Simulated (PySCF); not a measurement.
## Energy of Ca²⁺ (calcium, charge +2) between two integer charges

The 3p beta orbital of [Ar] is emptied in steps (occupation f), with all orbitals relaxed, ending at [Ne] 3s2 3p5. Computed with PySCF 2.14 in def2-TZVP (6s5p3d, 36 functions), with the non-relativistic Hamiltonian (point nucleus). The exact energy is a straight line in f; departures are measured from the line between the end points of the same method.

Q: Among UHF, LDA, PBE, PBE0, r2SCAN, LC-wPBE, BHandHLYP, wB97X, TPSS, M06-2X, which shows the largest delocalisation error (convex curve), and which is closest to linear?

A: Most convex: LDA (-1.931 eV at f = 0.4); closest to linear: UHF (0.301 eV).

```tsv
f	UHF (eV)	LDA (eV)	PBE (eV)	PBE0 (eV)	r2SCAN (eV)	LC-wPBE (eV)	BHandHLYP (eV)	wB97X (eV)	TPSS (eV)	M06-2X (eV)
1	0.000	0.000	0.000	0.000	0.000	0.000	0.000	0.000	0.000	0.000
0.8	0.207	-1.285	-1.249	-0.889	-1.152	-0.429	-0.536	-0.476	-1.217	-0.572
0.6	0.306	-1.930	-1.870	-1.330	-1.709	-0.639	-0.804	-0.708	-1.820	-0.865
0.4	0.301	-1.931	-1.864	-1.324	-1.686	-0.632	-0.805	-0.700	-1.814	-0.851
0.2	0.198	-1.287	-1.237	-0.878	-1.108	-0.414	-0.538	-0.461	-1.203	-0.539
0	0.000	0.000	0.000	0.000	0.000	0.000	0.000	0.000	0.000	0.000
```

```
   method  E(f=0) − E(f=1) (eV)  −ε at f=1 (eV)  −ε at f=0.4 (eV)
      UHF                49.751          51.069            49.476
      LDA                51.140          43.120            52.748
      PBE                50.874          43.064            52.463
     PBE0                50.947          45.379            52.083
   r2SCAN                51.028          43.767            52.557
  LC-wPBE                51.040          48.344            51.608
BHandHLYP                50.874          47.529            51.539
    wB97X                50.904          47.911            51.532
     TPSS                50.905          43.291            52.457
   M06-2X                51.001          47.473            51.859
```

Reference removal energy between the ground levels: 50.913 eV (measured; NIST Atomic Spectra Database, ionization energies). The calculation has no spin-orbit coupling. UHF lacks correlation.
